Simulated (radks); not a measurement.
Coulomb parameter of the 5d shell of neutral rhenium in the model configuration [Xe] 4f14 5d6 6s1, as a second difference U = [E(n + 0.5) + E(n - 0.5) - 2 E(n)] / (0.5)^2 with all orbitals relaxed. "Bare": the charge of the atom changes with n. "Screened": the 6s shell takes up the change at fixed total charge, which measures U(5d,5d) + U(6s,6s) - 2 U(5d,6s). All-electron calculation, scalar-relativistic Kohn-Sham, r2SCAN, spin-unpolarised, spherical densities, finite nucleus; meta-GGA in the generalised Kohn-Sham scheme; Fermi nuclear charge, rms radius 5.3698 fm. Program: a radial shooting solver on a logarithmic mesh with Libxc functionals.

case                   configuration  E - E(n) (eV)
start              [Xe] 4f14 5d6 6s1          0.000
bare +0.5        [Xe] 4f14 5d6.5 6s1         -1.069
bare -0.5        [Xe] 4f14 5d5.5 6s1          3.039
screened +0.5  [Xe] 4f14 5d6.5 6s0.5          0.680
screened -0.5  [Xe] 4f14 5d5.5 6s1.5         -0.559

U(bare) = 7.880 eV, U(screened by 6s) = 0.483 eV, against the Slater integral F0(5d,5d) = 12.424 eV with frozen orbitals. The step up makes a negative ion, whose loosely bound charge lowers the bare value.
